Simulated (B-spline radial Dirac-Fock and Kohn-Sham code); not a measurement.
## 3d5/2 photoionisation of Co²⁺ near threshold

System: cobalt as Co²⁺ in the configuration 1s2 2s2 2p6 3s2 3p6 3d7. The computed 3d5/2 threshold is 33.05 eV; without correlation, outer thresholds are uncertain by 1 to 2 eV. With an open shell the threshold is an average over the terms of the final ion.

The computed values come from a radial atomic solver: Dirac-Hartree-Slater photoionisation with all multipoles and Dirac-Fock thresholds. Interchannel coupling and autoionising resonances are not included, so magnitudes near threshold are approximate.

| kinetic energy (eV) | σ (Mb) | β |
| --- | --- | --- |
| 1.5 | 5.40 | 0.28 |
| 2.3 | 5.44 | 0.23 |
| 3.7 | 5.48 | 0.18 |
| 5.7 | 5.53 | 0.15 |
| 9.0 | 5.54 | 0.15 |
| 14.0 | 5.49 | 0.20 |
| 21.9 | 5.28 | 0.30 |
| 34.2 | 4.84 | 0.45 |
| 53.5 | 3.98 | 0.64 |
| 83.7 | 2.72 | 0.84 |
| 130.9 | 1.46 | 1.02 |
| 204.6 | 0.639 | 1.16 |
| 319.9 | 0.228 | 1.23 |

The cross section shows no minimum in this range. Its largest value, 5.54 Mb, lies 9 eV above threshold, delayed by the centrifugal barrier of the l+1 channel. β ranges from 0.15 (at 7.2 eV) to 1.23.
